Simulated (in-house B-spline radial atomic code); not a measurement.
# PBE excitations of the xenon ion Xe⁵²⁺

Method: PBE. Computed with a B-spline radial code for spherical atoms: linear response of the closed shell 1s2 with the functional's adiabatic kernel; non-relativistic, point nucleus, no spin-orbit coupling, no double excitations, S, P, D and F terms only.

Without relativity these are model numbers for so heavy an element.

Command:
```bash
python run_td.py task.json out
```
Settings (radii: box in bohr, nucleus in fm):
```
Z                        54
electrons                2
configuration            1s2
hamiltonian              nr
method                   pbe,pbe
box_radius               2.57
intervals                48
```

Run time, properties included: 0.1 s on 1 thread of Arm Neoverse N1, with other jobs on the host.

The lowest states, in the order of their Tamm-Dancoff energies; the method's threshold (minus the highest occupied level) is 38418.57 eV. Labels give the largest channel, * marks a mixed state, and oscillator strengths are full-response dipole values. Semilocal kernels can invert the small singlet-triplet splittings of Rydberg terms. Energies in eV:

```tsv
state	full response	Tamm-Dancoff	oscillator strength
1s → 2s 3S	28992.42	28992.44	-
1s → 2s 1S	?	?	-
1s → 2p 3P	29059.37	29059.41	-
1s → 2p 1P	29106.98	29107.02	0.803
1s → 3s 3S	34270.24	34270.24	-
1s → 3s 1S	34286.43	34286.46	-
1s → 3p 3P	34293.08	34293.09	-
1s → 3p 1P	34305.64	34305.64	0.154
1s → 3d 3D	?	?	-
1s → 3d 1D	34313.53	34313.53	-
```

Task: Where does 1s → 2s 1S lie?

Result: At 29054.70 eV in full response, 29054.84 eV in Tamm-Dancoff.

Task: Where does 1s → 3d 3D lie?

Result: At 34312.88 eV in full response, 34312.88 eV in Tamm-Dancoff.

Task: How large is the singlet-triplet splitting of 1s → 2s (S terms) in Tamm-Dancoff?

Result: 62.4 eV, from the unrounded values.

Task: What polarisabilities and dispersion coefficient does the method give?

Result: Dipole 1.091e-06 bohr³, quadrupole 1.283e-09 bohr⁵, C6 1.094e-09 hartree·bohr⁶ for two such species.
